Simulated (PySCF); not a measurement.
Cd²²⁺ (cadmium, charge +22) across methods

[Ar] 3d8, high-spin 3F determinant. Calculation: PySCF 2.14, in an even-tempered Gaussian basis (19 s from 2.5 bohr⁻², ratio 2.5; 13 p from 3.2 bohr⁻², ratio 2.5; 8 d from 3.2 bohr⁻², ratio 2.5; 4 f from 15 bohr⁻², ratio 2.7; 3 g from 23 bohr⁻², ratio 2.7); the spin-free X2C one-electron Hamiltonian (Gaussian nucleus). The B2PLYP total includes its PT2 part (frozen core); its orbital energies are those of the SCF part.

```csv
method,E (hartree),mean ε 3p β (eV),mean ε 3d α (eV),mean ε 3d β (eV),Σ⟨r²⟩ (bohr²),⟨S²⟩
r2SCAN,-5352.62,-1268.8,-1074.7,-1069.3,2.161,2.000
PBE0,-5352.20,-1275.4,-1081.5,-1075.4,2.162,2.000
UHF,-5351.13051,-1307.7,-1109.9,-1102.2,2.160,2.000
PBE,-5352.09,-1264.0,-1071.4,-1065.8,2.164,2.000
r2SCANh,-5352.61,-1272.8,-1078.4,-1072.8,2.161,2.000
LDA,-5346.58,-1263.6,-1071.3,-1065.3,2.165,2.000
B2PLYP,-5352.43,-1287.4,-1092.1,-1085.5,2.162,2.000
```

Spin-orbit coupling, absent here, splits the open shell strongly.
